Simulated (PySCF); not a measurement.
Computed shifts of a molecule CH₄F₂OSi, B3LYP/pcSseg-1 (PySCF), GIAO, gas phase, atoms alike by connectivity averaged where their shifts nearly agree, in ppm (number of nuclei): ²⁹Si: -67.0 (1). ¹⁹F: -157.5 (2). ¹³C: 55.4 (1). ¹H: 4.46 (1), 4.21 (3). References: ²⁹Si against TMS (σ = 338.7 ppm); ¹⁹F against CFCl3 (σ = 161.7 ppm); ¹⁷O against H2O (σ = 333.8 ppm); ¹³C against TMS (σ = 181.3 ppm); ¹H against TMS (σ = 31.68 ppm), references at their B3LYP-D3(BJ)/def2-TZVP geometries, non-relativistic. Geometry: r2SCAN-D4/def2-SVP. One conformer was computed; it need not be the lowest.

Q: Which molecule gave these data?
(A) C[Si](O)(F)F
(B) O[SiH2]C(F)F
(C) O[Si@@H](F)CF
(D) CO[SiH](F)F

A: D, CO[SiH](F)F
